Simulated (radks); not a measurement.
The numbers below are computed, except where a source is named.
Question: These are the eigenvalues of the occupied orbitals of an atom or ion with whole-number occupations (eV). Level of theory: scalar-relativistic Kohn-Sham, BLYP, spin-polarised, spherical densities, finite nucleus; Fermi nuclear charge, rms radius of each element as measured or else 0.836 A^(1/3) + 0.57 fm (a radial shooting solver on a logarithmic mesh with Libxc functionals).

| orbital | eigenvalue |
|---|---|
| 1s up | -69480.73 |
| 1s down | -69480.72 |
| 2s up | -11996.13 |
| 2s down | -11995.99 |
| 2p up | -10494.63 |
| 2p down | -10494.52 |
| 3s up | -2765.294 |
| 3s down | -2765.252 |
| 3p up | -2320.472 |
| 3p down | -2320.424 |
| 3d up | -1808.021 |
| 3d down | -1807.928 |
| 4s up | -573.0512 |
| 4s down | -572.9200 |
| 4p up | -427.0873 |
| 4p down | -426.9636 |
| 4d up | -241.9176 |
| 4d down | -241.7701 |
| 5s up | -83.1105 |
| 5s down | -81.8835 |
| 5p up | -47.2548 |
| 5p down | -45.6898 |
| 4f up | -36.8236 |
| 4f down | -36.5186 |
| 5d up | -7.8038 |
| 6s up | -7.6812 |
| 6s down | -6.4939 |
| 6p up | -2.4637 |

Which element is it, and in what charge state? The configuration may be excited. Open shells, if any, are filled with parallel spins first.

Answer: Z = 74, tungsten, charge 0: W in [Xe] 4f14 5d3 6s2 6p1. The list shows which subshells hold electrons but not how many an open one holds; the 1s level, -2553.4 hartree, gives Z - s = 71.5 by -(Z - s)^2/2, which with screening and relativity narrows Z to a few neighbours, and the depths of the outer levels then fix element, charge and occupations together.
